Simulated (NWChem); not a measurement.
C₂H₃ClO₂Si; SMILES Cl[Si@H]1C(=O)OC1

```xyz
9

O      1.6111    -1.9224     0.0916
C      0.5914    -1.3021    -0.0037
O     -0.6572    -1.7744     0.4075
C     -1.5863    -0.6673     0.1671
Si    -0.1958     0.3767    -0.6275
Cl     0.3453     2.1398     0.3181
H     -2.4160    -1.0050    -0.4862
H     -1.9964    -0.2939     1.1270
H     -0.2522     0.6338    -2.1051
```
Atoms are numbered in this order, from 1.

Program: NWChem. All runs use the structure optimised with PBE-D3(BJ)/def2-SVP. Atomic charges in e: unrestrained fits to the electrostatic potential beside Mulliken populations; buried atoms are poorly determined by the fit.

### Question
What does the run give for B3LYP/def2-SVP? Quantities: ESP O1; Mulliken O1; ESP C2; Mulliken C2; ESP O3; Mulliken O3; ESP C4; Mulliken C4; ESP Si5; Mulliken Si5; relative RMS misfit of the potential (%).

### Answer
| Item | Result |
|---|---|
| ESP O1 | -0.45 |
| Mulliken O1 | -0.17 |
| ESP C2 | 0.53 |
| Mulliken C2 | 0.09 |
| ESP O3 | -0.35 |
| Mulliken O3 | -0.31 |
| ESP C4 | 0.12 |
| Mulliken C4 | 0.00 |
| ESP Si5 | 0.24 |
| Mulliken Si5 | 0.53 |
| relative RMS misfit of the potential (%) | 21 |
